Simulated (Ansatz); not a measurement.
Reaction (ligand exchange at the Si–N bond): `[OH][GeH2][NH][SiH](O)O` + `C[SiH2]N` → `C[SiH2]N[SiH](O)O` + `[NH2][GeH2][OH]`

Gas-phase electronic energies from Ansatz, PBE0-D4/def2-TZVP geometries. CCSD(T)/CBS adds triple-zeta CCSD(T) − MP2 to the extrapolated MP2 energy (def2 sets, frozen cores). DFT in def2-TZVPP. For Ge outer-core shells are correlated without core-valence functions, which leaves a few kJ/mol of doubt a bond. Scalar relativity is left out up to krypton. Each species was taken in one conformer, which may not be the lowest.

(1) Is it downhill or uphill in electronic energy at CCSD(T)/CBS, and by how much? (Best estimate.)

(2) What do these levels give: PBE-D4, r2SCAN-D4, PBE0-D4, r2SCAN, SCS-MP2/def2-QZVPP, HF/CBS(def2)? (Estimate.)

Largest T1 diagnostic among the species: 0.012.

Results:

(1) Ansatz gave: Uphill: ΔE = +17.4 kJ/mol.

(2) Computed: PBE-D4 19.1, r2SCAN-D4 18.6, PBE0-D4 17.7, r2SCAN 18.3, SCS-MP2/def2-QZVPP 16.0, HF/CBS(def2) 7.7 kJ/mol.

In def2-TZVPP, CCSD(T) changes the Hartree–Fock value by +9.9 kJ/mol (the triples alone add +1.9 kJ/mol) and MP2 by +10.8 kJ/mol. The D4 term adds +3.9 kJ/mol with B3LYP and +1.9 kJ/mol with PBE0; it sums over pairs of atoms, weighted by their polarisabilities, and B3LYP, whose exchange is more repulsive, gets the larger term.

B3LYP here is the variant with VWN-RPA as its local correlation; programs differ in this.
